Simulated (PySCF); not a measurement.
(1E)-1-fluorobuta-1,3-diene (C4H5F), SMILES C=C/C=C/F.

Geometry: r2SCAN-D4/def2-SVP. Other conformers were not sampled.

Two levels are set side by side: PBE/def2-TZVP (PySCF) and r2SCAN/def2-TZVP (PySCF). Same geometry, gas phase. Differences are taken from unrounded values.

```
quantity                     r2SCAN
---------------------------  ------
orbital gap (eV)               4.19
highest occupied level (eV)   -5.82
lowest empty level (eV)       -1.63
dipole moment (D)              1.02
mean polarisability (bohr³)    54.7
```

Q: What does PBE give, and how far is it from r2SCAN? (The exact figures need the calculation; the answer reports its results.)

A: 
```tsv
quantity	PBE	PBE minus r2SCAN
orbital gap (eV)	3.87	-0.32
highest occupied level (eV)	-5.66	0.17
lowest empty level (eV)	-1.79	-0.15
dipole moment (D)	0.95	-0.07
mean polarisability (bohr³)	55.4	0.6
```

Rough cost on one machine, each run with all the roots and properties that it gave: r2SCAN against PBE about 4 times.
